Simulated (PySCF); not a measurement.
Ionisation energy of Sn by level of theory

Sn [Kr] 4d10 5s2 5p2 (3P) → Sn⁺ [Kr] 4d10 5s2 5p1 (2P), as a difference of total energies. All numbers are calculated (PySCF 2.14, a scalar-relativistic core potential, in aug-cc-pVDZ-PP with ECP28MDF). Correlated levels: valence: 4s2 4p6 4d10 frozen. The calculations carry no spin-orbit coupling.

```csv
method,ionisation energy (eV)
UHF,6.858
LDA,7.416
r2SCAN,7.409
MP2 (valence),7.087
SCS-MP2 (valence),7.027
CCSD (valence),7.117
CCSD(T) (valence),7.127
```

Question: How much does correlation contribute at CCSD(T) (valence)?

Answer: 7.127 − (6.858) = 0.269 eV, measured against UHF.

Errors of the correlated levels include the incompleteness of this basis and the frozen core.

For comparison: 7.389 eV (measured; NIST levels, between the centres of gravity of the two terms).
